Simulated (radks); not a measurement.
Cu3+, 26 electrons, occupied as [Ar] 3d8. All-electron calculation, Dirac Kohn-Sham, PBEsol, spin-unpolarised, spherical densities, finite nucleus; open shells are shared between the two j in proportion to 2j + 1; Fermi nuclear charge, rms radius 3.8823 fm. Program: a radial shooting solver on a logarithmic mesh with Libxc functionals. Some entries of the table are withheld. Estimate them.

orbital,occ.,eigenvalue (eV),r(max) (bohr),<r> (bohr)
1s1/2,2,(1),0.03413,0.05216
2s1/2,2,(2),0.1968,0.2352
2p1/2,2,-976.9536,0.1564,0.2043
2p3/2,4,-956.4936,0.1591,0.2076
3s1/2,2,-160.3031,0.6121,0.7059
3p1/2,2,(3),0.6117,(4)
3p3/2,4,(5),0.6195,(6)
3d3/2,3.2,-49.0747,(7),0.8528
3d5/2,4.8,-48.7452,(8),0.8573

Answer. 
(1) 1s1/2 eigenvalue (eV): -8887.233
(2) 2s1/2 eigenvalue (eV): -1108.280
(3) 3p1/2 eigenvalue (eV): -119.3776
(4) 3p1/2 <r> (bohr): 0.7303
(5) 3p3/2 eigenvalue (eV): -116.7215
(6) 3p3/2 <r> (bohr): 0.7402
(7) 3d3/2 r(max) (bohr): 0.5854
(8) 3d5/2 r(max) (bohr): 0.5881
